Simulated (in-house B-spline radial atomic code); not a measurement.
Successive ionisation energies of iodine; each step leads to the configuration of the next row (after the last: [He] 2s2 2p5). NIST's values go from ground level to ground level; the uncertainty of those that are theory runs from under 0.1 % in few-electron ions to several per cent in heavy many-electron ones. Computed with an all-electron radial atomic-structure program (B-spline basis): non-relativistic Hartree-Fock, average of the configuration, point nuclei.

This level leaves out relativity, spin-orbit splitting included, which matters for heavy ions.

```
 ion  configuration  ionisation energy (eV)  tabulated value (eV)    tabulated kind  computed minus tabulated (eV)  highest orbital  largest mean radius (bohr)
I34+       [Ar] 3d1                  2172.9                  2181  tabulated theory                             -8               3d                     0.30041
I35+   [Ne] 3s2 3p6                  2417.9                  2431  tabulated theory                            -13               3p                     0.29824
I36+   [Ne] 3s2 3p5                  2498.5                  2510  tabulated theory                            -11               3p                     0.29661
I37+   [Ne] 3s2 3p4                  2580.1                  2598  tabulated theory                            -18               3p                       0.295
I38+   [Ne] 3s2 3p3                  2662.5                  2680  tabulated theory                            -18               3p                     0.29341
I39+   [Ne] 3s2 3p2                  2745.8                  2836  tabulated theory                            -90               3p                     0.29183
I40+   [Ne] 3s2 3p1                       ?                     ?  tabulated theory                              ?                ?                           ?
I41+       [Ne] 3s2                       ?                     ?  tabulated theory                              ?                ?                           ?
I42+       [Ne] 3s1                       ?                     ?    semi-empirical                              ?                ?                           ?
I43+   [He] 2s2 2p6                  7313.2                  7337  tabulated theory                            -24               2p                     0.12071
```

**Question.** Fill in the row of I40+.

**Answer.** ionisation energy (eV): 2829.9; tabulated value (eV): 2926; computed minus tabulated (eV): -96; highest orbital: 3p; largest mean radius (bohr): 0.29027.

**Question.** Fill in the row of I41+.

**Answer.** ionisation energy (eV): 2988.3; tabulated value (eV): 3096; computed minus tabulated (eV): -108; highest orbital: 3s; largest mean radius (bohr): 0.28873.

**Question.** Fill in the row of I42+.

**Answer.** ionisation energy (eV): 3072.9; tabulated value (eV): 3185.5; computed minus tabulated (eV): -113; highest orbital: 3s; largest mean radius (bohr): 0.28702.

**Question.** Where is the largest jump?

**Answer.** From I42+ to I43+, by a factor of 2.38 (3072.9 to 7313.2 eV); the highest orbital goes from 3s to 2p.
